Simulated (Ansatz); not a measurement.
Gas-phase electronic energies from Ansatz, PBE0-D4/def2-TZVP geometries. CBS: MP2 limit from def2 TZ/QZ plus the TZ coupled-cluster correction, frozen cores. DFT in def2-TZVPP. For Br, Ga outer-core shells are correlated without core-valence functions, which leaves a few kJ/mol of doubt a bond. Scalar relativity is left out up to krypton. One conformer a species, not always the lowest.

`FB[SiH2][SiH3]` + `C[O][Ga]([OH])[Br]` → `C[O][Ga]([Br])[O][SiH3]` + `FB[SiH3]`  (cleavage of the Si–Si bond)

```csv
level,ΔE (kJ/mol)
LDA (SPW92),-61.4
PBE,-60.0
```

What does CCSD(T)/CBS give? (Estimate.)

Computed: -89.7 kJ/mol. The listed levels differ from it by 28.3, 29.7 kJ/mol.

Largest T1 diagnostic among the species: 0.015.

From r2SCAN to r2SCAN0 (25 % exact exchange), in def2-TZVPP and without D4, ΔE moves by −4.9 kJ/mol. In def2-TZVPP, CCSD(T) changes the Hartree–Fock value by +29.2 kJ/mol (the triples alone add +4.1 kJ/mol) and MP2 by +23.5 kJ/mol. Leaving LDA and LC-ωPBE aside and taking each functional with its dispersion term where it has one, the values, not all of them listed here, spread over 42.8 kJ/mol, from BHLYP-D4 to PBE-D4.
